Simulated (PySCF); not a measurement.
aluminum atom (Al), doublet. Base run: PySCF with B3LYP/cc-pVTZ.

Here is a job for PySCF.
```python
from pyscf import gto, scf, dft

mol = gto.Mole()
mol.atom = '''
    Al    0.000000    0.000000    0.000000
'''
mol.basis = 'cc-pvtz'
mol.charge = 0
mol.spin = 1
mol.verbose = 4
mol.build()

mf = dft.UKS(mol)
mf.xc = 'b3lyp'
mf.kernel()
```

Each row names what was changed in the base input (with any setting that the change needs).

| change | ΔE vs base (mEh) | SCF cycles | <S^2> | outcome |
|---|---|---|---|---|
| base | 0.000 | 7 | 0.755 | converged |
| solver = newton; init_guess = 1e | 0.000 | - | 0.755 | converged |
| conv_tol_grad = 1e-7 | - | 50 | - | not converged |
| DIIS = ADIIS | 0.000 | 13 | 0.755 | converged |
| conv_tol = 1e-11 | 0.000 | 7 | 0.755 | converged |
| init_guess = atom | 0.000 | 7 | 0.755 | converged |
| diis = off (with mf.max_cycle = 100) | 0.000 | 14 | 0.755 | converged |
| level_shift = 1.0 (with mf.max_cycle = 100) | 0.000 | 21 | 0.755 | converged |
| conv_tol = 1e-7 | 0.000 | 6 | 0.755 | converged |
| level_shift = 0.1 (with mf.max_cycle = 100) | 0.000 | 8 | 0.755 | converged |
| conv_tol = 1e-6 | 0.000 | 5 | 0.755 | converged |
| diis_space = 12 | 0.000 | 7 | 0.755 | converged |
| init_guess = mod_huckel | 0.000 | 6 | 0.755 | converged |

Open shells are given as the SCF converged; they aren't shown to be the lowest states, and a large step between rows can be another state.
